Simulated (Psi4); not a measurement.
C$_{2}$H$_{6}$Mg, singlet, geometry from GFN2-xTB (such geometries of metal compounds can be far from the true shape). Base run: HF/6-31G* run with Psi4.

Psi4 was given this input:
```
memory 2 GB

molecule mol {
0 1
Mg   -0.018199    0.669892    0.108341
C     1.435421   -0.143208   -1.211601
H     1.867308   -1.007684   -0.700534
H     2.253353    0.501908   -1.531633
H     0.928481   -0.511458   -2.106911
C    -1.415249   -0.594346    1.091739
H    -1.513737   -1.468458    0.442555
H    -2.412453   -0.188554    1.263506
H    -1.025595   -0.939138    2.052101
}

set {
  basis 6-31g*
  reference rhf
}

energy('scf')
print_variables()
```

Variants of this job, named by their change:

```csv
change,basis functions,E (Eh),dipole (D)
base,61,-278.77162,3.69
basis = cc-pVDZ-DK; relativity = spin-free X2C (with scf_type pk),76,-279.12749,3.75
basis = cc-pVDZ-DK; relativity = none (with scf_type pk),76,-278.74029,3.76
basis = cc-pVTZ-DK; relativity = none (with scf_type pk),178,-278.76683,3.85
basis = cc-pVTZ-DK; relativity = spin-free X2C (with scf_type pk),178,-279.16270,3.84
```

Absolute energies of different levels of theory aren't comparable as measures of quality.

Basis sets contracted for a relativistic Hamiltonian are a mismatch without it, so the rows without relativity aren't non-relativistic limits. No row has spin-orbit coupling; sets with core potentials leave out the core electrons.
